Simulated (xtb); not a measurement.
ClCu, charge -1, doublet, geometry from GFN2-xTB (such geometries of metal compounds can be far from the true shape) (the multiplicity is a formal guess); xtb with GFN0-xTB.

The xtb input:
```
$ xtb mol.xyz --gfn 0 --chrg -1 --uhf 1 --json

# file mol.xyz
2

Cu    -0.00000000    -0.00000000    -0.78939767
Cl     0.00000000     0.00000000     1.34661955
```

The log (banner, timings and long lists left out):

```
   ID    Z sym.   atoms
    1   29 Cu     1
    2   17 Cl     2

           -------------------------------------------------
          |                Calculation Setup                |
           -------------------------------------------------

           -------------------------------------------------
          |                 G F N 0 - x T B                 |
           -------------------------------------------------

          ...................................................
          :                      SETUP                      :
          :.................................................:
          :  # basis functions                  20          :
          :  # atomic orbitals                  18          :
          :  # shells                            6          :
          :  # electrons                        19          :
          :  electronic temp.          300.0000000     K    :
          :  accuracy                    1.0000000          :
          :  -> integral cutoff          0.2500000E+02      :
          :  -> integral neglect         0.1000000E-07      :
          ...................................................

         :::::::::::::::::::::::::::::::::::::::::::::::::::::
         ::                     SUMMARY                     ::
         :::::::::::::::::::::::::::::::::::::::::::::::::::::
         :: total energy             -10.019486365803 Eh    ::
         :: gradient norm              0.075580641964 Eh/a0 ::
         :: HOMO-LUMO gap              4.442774117028 eV    ::
         ::.................................................::
         :: H0 energy                 -8.957611494665 Eh    ::
         :: repulsion energy           0.002465244220 Eh    ::
         :: electrostat energy        -1.064114161100 Eh    ::
         :: -> Gsolv                   0.000000000000 Eh    ::
         ::    -> Gsasa                0.000000000000 Eh    ::
         ::    -> Gshift               0.000000000000 Eh    ::
         :: dispersion energy         -0.000225954258 Eh    ::
         :: short-range corr.          0.000000000000 Eh    ::
         :: add. restraining           0.000000000000 Eh    ::
         :: total charge              -1.000000000000 e     ::
         :::::::::::::::::::::::::::::::::::::::::::::::::::::

           -------------------------------------------------
          |                Property Printout                |
           -------------------------------------------------

    * Orbital Energies and Occupations

         #    Occupation            Energy/Eh            Energy/eV
      -------------------------------------------------------------
         1        2.0000           -0.9595986             -26.1120
         2        2.0000           -0.4584761             -12.4758
         3        2.0000           -0.4372000             -11.8968
         4        2.0000           -0.4372000             -11.8968
         5        2.0000           -0.4182999             -11.3825
         6        2.0000           -0.4182999             -11.3825
         7        2.0000           -0.4063611             -11.0576
         8        2.0000           -0.4063611             -11.0576
         9        2.0000           -0.4043214             -11.0021
        10        1.0000           -0.2653755              -7.2212 (HOMO)
        11                         -0.1021066              -2.7785 (LUMO)
        12                         -0.1021066              -2.7785
        13                         -0.0467434              -1.2720
        14                         -0.0451381              -1.2283
        15                         -0.0451381              -1.2283
        16                         -0.0268754              -0.7313
        17                         -0.0268754              -0.7313
        18                          0.3214601               8.7474
      -------------------------------------------------------------
                  HL-Gap            0.1632689 Eh            4.4428 eV
             Fermi-level            0.0000000 Eh            0.0000 eV

     #   Z          covCN         q      C6AA      α(0)
     1  29 Cu       0.793    -0.040   174.975    29.783
     2  17 Cl       0.793    -0.960   131.396    17.521

 Mol. C6AA /au·bohr⁶  :        595.371623
 Mol. C8AA /au·bohr⁸  :      36715.340126
 Mol. α(0) /au        :         47.304465

Wiberg/Mayer (AO) data.
largest (>0.10) Wiberg bond orders for each atom

 ---------------------------------------------------------------------------
     #   Z sym  total        # sym  WBO       # sym  WBO       # sym  WBO
 ---------------------------------------------------------------------------
     1  29 Cu   0.713 --     2 Cl   0.713
     2  17 Cl   0.713 --     1 Cu   0.713
 ---------------------------------------------------------------------------

Topologies differ in total number of bonds
Writing topology from bond orders to xtbtopo.mol

 dipole moment from electron density (au)
     X       Y       Z
   0.0000   0.0000  -0.5937  total (Debye):    1.509

           -------------------------------------------------
          | TOTAL ENERGY              -10.019486365803 Eh   |
          | GRADIENT NORM               0.075580641964 Eh/α |
          | HOMO-LUMO GAP               4.442774117028 eV   |
           -------------------------------------------------

normal termination of xtb
```
